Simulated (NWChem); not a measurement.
Molecule: CH$_{4}$BBr; SMILES CBBr

This build's default masses of Se (78.918 u) and Br (79.917 u) are each other's, which moves their modes by up to 0.6 %.

**Question.** Give the equilibrium geometry at PBE0/def2-SVP (NWChem) as an XYZ file, with the point group.

**Answer.** point group Cs; any orientation.
```
7

B     -0.6216     0.9841     0.0258
H     -1.8162     1.0873     0.1595
Br     0.0245    -0.8046    -0.1630
C      0.3300     2.2109     0.0087
H      1.3949     1.9802    -0.1260
H      0.1958     2.7759     0.9490
H      0.0029     2.9041    -0.7872
```
